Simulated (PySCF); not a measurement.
Isomers of C8H10F2, from PySCF, PBE0-D3(BJ)/def2-SVP geometry optimisation, gas phase. One conformer each, no zero-point energy, no frequencies.

Question: Which is lower in electronic energy at this level?
A. `[F:1]/[CH:2]=[CH:3]\[C@@:4]1([F:5])[CH2:6][C@H:7]2[CH2:8][CH2:9][C@@H:10]12` with C2–C3–C4–F5 -157°: A = 1625, B = 1457, C = 1009 MHz, dipole 1.19 D
B. `[F:1][CH:2]([F:3])[C@@H:4]1[CH2:5][C@@H:6]2[CH:7]=[CH:8][C@H:9]1[CH2:10]2` with F1–C2–C4–C5 -64°: A = 2571, B = 1038, C = 936.7 MHz, dipole 2.16 D

Answer: B. That is `FC(F)[C@@H]1C[C@@H]2C=C[C@H]1C2`, 39.3 kcal/mol below the other.

```tsv
SMILES	mapped SMILES	E (Eh)	relative (kcal/mol)	relative (kJ/mol)	dipole (D)
FC(F)[C@@H]1C[C@@H]2C=C[C@H]1C2	[F:1][CH:2]([F:3])[C@@H:4]1[CH2:5][C@@H:6]2[CH:7]=[CH:8][C@H:9]1[CH2:10]2	-509.61864	0.0	0.0	2.16
F/C=C\[C@@]1(F)C[C@H]2CC[C@H]21	[F:1]/[CH:2]=[CH:3]\[C@@:4]1([F:5])[CH2:6][C@H:7]2[CH2:8][CH2:9][C@@H:10]12	-509.55594	39.3	164.6	1.19
```

As drawn, the lower has two fluorines on one carbon, which the higher lacks; the higher has a four-membered ring, which the lower lacks.
